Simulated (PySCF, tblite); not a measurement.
Isomers of C5H13F2NSi, one GFN2-xTB conformer each. Single-point energies are computed at PBE0/pcSseg-1 (PySCF, gas phase, no added dispersion term), electronic only.

```
                        SMILES  GFN2-xTB relative energy (kcal/mol)
       CN(C)[SiH2][C@@H](F)CCF                                  1.8
C[C@@H](F)[C@@H](F)[SiH2]N(C)C                                  0.0
```

Conformers: `[CH3:1][N:2]([CH3:3])[SiH2:4][C@@H:5]([F:6])[CH2:7][CH2:8][F:9]` with C1–N2–Si4–C5 165°, N2–Si4–C5–F6 84°, Si4–C5–C7–C8 -55°, C5–C7–C8–F9 75°; `[CH3:1][C@@H:2]([F:3])[C@@H:4]([F:5])[SiH2:6][N:7]([CH3:8])[CH3:9]` with C1–C2–C4–F5 70°, C2–C4–Si6–N7 173°, C4–Si6–N7–C8 -168°.

What does PBE0/pcSseg-1 give for the same structures?

```json
{"SMILES": "C[C@@H](F)[C@@H](F)[SiH2]N(C)C", "PBE0/pcSseg-1 E (Eh)": "-741.61056", "PBE0/pcSseg-1 (kcal/mol)": "0.0", "GFN2-xTB (kcal/mol)": "0.0", "point group": "C1"}
{"SMILES": "CN(C)[SiH2][C@@H](F)CCF", "PBE0/pcSseg-1 E (Eh)": "-741.60715", "PBE0/pcSseg-1 (kcal/mol)": "2.1", "GFN2-xTB (kcal/mol)": "1.8", "point group": "C1"}
```

Both levels put the same isomer lowest. Neighbours under 2.5 kcal/mol apart (C[C@@H](F)[C@@H](F)[SiH2]N(C)C and CN(C)[SiH2][C@@H](F)CCF) can change places with a better method, another conformer or zero-point energy.

Which frontier levels, dipoles and rotational constants go with these structures?

```json
{"SMILES": "C[C@@H](F)[C@@H](F)[SiH2]N(C)C", "HOMO (eV, PBE0/pcSseg-1)": "-6.39", "LUMO (eV)": "0.78", "dipole (D)": "0.92", "A, B, C (MHz)": "2587, 720.6, 600.5"}
{"SMILES": "CN(C)[SiH2][C@@H](F)CCF", "HOMO (eV, PBE0/pcSseg-1)": "-6.27", "LUMO (eV)": "1.17", "dipole (D)": "1.31", "A, B, C (MHz)": "2291, 775.7, 630.3"}
```

What happens when harmonic zero-point energies from GFN2-xTB frequencies are added?

| SMILES | ZPE (kcal/mol) | electronic (kcal/mol) | with ZPE (kcal/mol) |
| --- | --- | --- | --- |
| C[C@@H](F)[C@@H](F)[SiH2]N(C)C | 109.3 | 0.0 | 0.0 |
| CN(C)[SiH2][C@@H](F)CCF | 109.8 | 2.1 | 2.6 |

The zero-point energies span 0.5 kcal/mol. The order is unchanged.

As an exercise, what shares would exp(−E/RT) give at 500 K from these electronic energies alone (no entropy, no degeneracies)?

RT = 0.994 kcal/mol: C[C@@H](F)[C@@H](F)[SiH2]N(C)C 89.6 %, CN(C)[SiH2][C@@H](F)CCF 10.4 %.
